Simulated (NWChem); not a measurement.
System: C4H4N anion

```xyz
9

C      0.2726     1.1205     0.2823
C      1.1443     0.0974    -0.1350
N      0.4841    -1.0680    -0.3750
C     -0.8245    -0.8026    -0.1134
C     -1.0205     0.5291     0.2967
H      0.5367     2.1495     0.5390
H      2.2290     0.1652    -0.2686
H     -1.5884    -1.5787    -0.2264
H     -1.9661     1.0052     0.5678
```
Atoms are numbered in this order, from 1.

Results from NWChem. The geometry was optimised at B3LYP/def2-SVPD. No frequency run checked for a minimum. Level: M06-2X/def2-SVPD with SMD (1 M gas to 1 M solution), gas-phase geometry. Reactions with the solvent are ignored.

| solvent | dielectric constant | solvation free energy (kcal/mol) | cavity-dispersion-structure term (kcal/mol) |
|---|---|---|---|
| water | 78.4 | -65.6 | 1.0 |
| chloroform | 4.71 | -54.3 | -1.6 |
| acetone | 20.5 | -64.6 | -0.6 |
| diethyl ether | 4.24 | (withheld) | -1.2 |

What belongs in the gaps?


- diethyl ether, solvation free energy (kcal/mol): -52.3
